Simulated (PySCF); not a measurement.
# S (sulfur, neutral) across methods

[Ne] 3s1 3p5, high-spin 3P determinant (an excited configuration). Computed with PySCF 2.14 in aug-cc-pCVTZ-DK with one added diffuse shell each of s, p, d, f type (9s8p6d4f, 91 functions), with scalar relativity by spin-free X2C-1e.

| method | E (hartree) | mean ε 3s α (eV) | mean ε 3p α (eV) | mean ε 3p β (eV) | Σ⟨r²⟩ (bohr²) | ⟨S²⟩ |
| --- | --- | --- | --- | --- | --- | --- |
| LDA | -397.4477 | -18.859 | -8.397 | -6.682 | 30.33 | 2.006 |
| UHF | -398.16527 | -28.712 | -13.862 | -9.064 | 31.03 | 2.042 |
| BP86 | -398.8862 | -18.974 | -8.419 | -6.743 | 30.18 | 2.007 |
| B97-3 | -398.7745 | -21.540 | -9.820 | -7.588 | 30.16 | 2.010 |
| r2SCAN | -398.8046 | -20.032 | -8.887 | -6.666 | 30.17 | 2.016 |
| PBE0 | -398.6866 | -21.471 | -9.853 | -7.530 | 30.15 | 2.010 |
| CAM-B3LYP | -398.8382 | -23.033 | -11.162 | -8.875 | 30.32 | 2.009 |
| PW91 | -398.8329 | -18.931 | -8.385 | -6.646 | 30.19 | 2.006 |

(1) Estimate the same row for PBE.

## Answers

(1) E (hartree) = -398.6711; mean ε 3s α (eV) = -18.897; mean ε 3p α (eV) = -8.351; mean ε 3p β (eV) = -6.604; Σ⟨r²⟩ (bohr²) = 30.22; ⟨S²⟩ = 2.007.
